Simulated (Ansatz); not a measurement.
Species: C3H3I, SMILES `C=C=CI` (charge 0, multiplicity 1).

Problem. Give a relaxed geometry from Ansatz (a first-principles code) with B3LYP-D3(BJ)/def2-TZVP.

Solution. the end point of this relaxation (outside a Z-matrix the atoms follow the SMILES, hydrogens last).
Cartesian coordinates (Å) in one orientation:
```xyz
7

C     -1.385    -0.121    -0.035
C     -0.085    -0.128     0.038
C      1.204    -0.126     0.107
I      2.354     1.579    -0.398
H     -1.899    -0.411    -0.944
H     -1.995     0.174     0.812
H      1.806    -0.966     0.420
```
